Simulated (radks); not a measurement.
Results of a calculation; reference values are marked as such.
These are the eigenvalues of the occupied orbitals of an atom or ion with whole-number occupations (eV). Level of theory: non-relativistic Kohn-Sham, r2SCAN, spin-polarised, spherical densities, point nucleus; meta-GGA in the generalised Kohn-Sham scheme (a radial shooting solver on a logarithmic mesh with Libxc functionals).

1s: -5104.923
2s: -772.4888
2p: -684.3494
3s: -252.7593

Which element is it, and in what charge state? The configuration may be excited. Open shells, if any, are filled with parallel spins first.

Answer. Z = 22, titanium, charge +10: Ti10+ in [Ne] 3s2. The list shows which subshells hold electrons but not how many an open one holds; the 1s level, -187.6 hartree, gives Z - s = 19.4 by -(Z - s)^2/2, which with screening narrows Z to a few neighbours, and the depths of the outer levels then fix element, charge and occupations together.
